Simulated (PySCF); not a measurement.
# SbF, MP2: how much the basis matters

PySCF, UHF reference; triplet, unpaired electrons π ↑↑; De to Sb + F without counterpoise correction. Frozen cores follow the default of each basis and core potential.

```csv
basis,relativity,functions,Re (Å),ωe (cm⁻¹),De (eV),frozen orbitals
cc-pVDZ-PP/cc-pVDZ,scalar-relativistic core potentials,37,1.955,626,3.36,5
def2-SVP,scalar-relativistic core potentials,40,1.950,629,3.51,5
x2c-SVPall,spin-free X2C,50,1.947,629,3.55,19
def2-SVPD,scalar-relativistic core potentials,55,1.977,586,4.03,5
def2-TZVPP,scalar-relativistic core potentials,81,1.921,617,4.02,5
def2-TZVPPD,scalar-relativistic core potentials,96,1.927,603,4.11,5
```

Problem. How does each smaller set differ from the one with most functions, def2-TZVPPD?

Solution. cc-pVDZ-PP/cc-pVDZ: +2.8 pm, +3.8 % in ωe, -0.75 eV in De; def2-SVP: +2.3 pm, +4.3 % in ωe, -0.60 eV in De; x2c-SVPall: +2.0 pm, +4.3 % in ωe, -0.56 eV in De; def2-SVPD: +5.0 pm, -2.8 % in ωe, -0.08 eV in De; def2-TZVPP: -0.6 pm, +2.3 % in ωe, -0.09 eV in De. All at MP2; the set with most functions is neither the basis-set limit nor always the best. The rows treat relativity differently, so the differences are not basis effects alone.

Correlated steps freeze the inner cores (5 to 19 orbitals); shallow outer-core shells are correlated. Correlated levels converge slowly with the basis: in double zeta they bind strong bonds too weakly, by up to about 1 eV, and carry superposition errors of some tenths. Spin–orbit coupling is left out, which matters for elements this heavy, above all for dissociation energies. The state was picked by a PBE0 search and need not be the measured ground state.
